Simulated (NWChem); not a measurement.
System: TiH2O2F2; SMILES [OH][Ti]([OH])([F])[F]

```xyz
7

Ti     0.0194     0.0100     0.0103
F      1.1165    -1.2364     0.5942
F      0.9005     1.5237    -0.1964
O     -1.2865     0.2479     1.2098
H     -2.2518     0.2802     1.0924
O     -0.6768    -0.4756    -1.5566
H     -0.6212    -1.2632    -2.1241
```
Atoms are numbered in this order, from 1.

Program: NWChem. Medium grid unless said otherwise, to which SCAN and Minnesota functionals are sensitive. The geometry was optimised at PBE-D3(BJ)/def2-SVP. Hybrids' shares of exact exchange are those that their runs print; pure functionals count as 0. The functionals differ in more than this share.

```
row              share of exact exchange  highest occupied level (eV)
---------------  -----------------------  ---------------------------
PBE/def2-SVP                        0.00                        -7.74
PW91/def2-SVP                       0.00                        -7.81
B3LYP/def2-SVP                      0.20                        -9.29
B97-2/def2-SVP                      0.21                        -9.37
M05-2X/def2-SVP                     0.56                     withheld
```

Task: Fit a straight line of the last column on the one before it, predict the withheld value, and compare with the run.

Result: 
1. Means of the 4 shown rows: x = 0.103, y = -8.553. Slope Σ(x − x̄)(y − ȳ)/Σ(x − x̄)² = -0.3192/0.04208 = -7.586; intercept -7.775.
2. The shown rows scatter about the line by 0.025 (root mean square); the largest residual is +0.04, at PBE/def2-SVP.
3. At x = 0.56 (M05-2X/def2-SVP; beyond the shown range) the line gives -12.02.
4. The run gives -11.58, +0.44 from the line, 17.7 times the scatter.
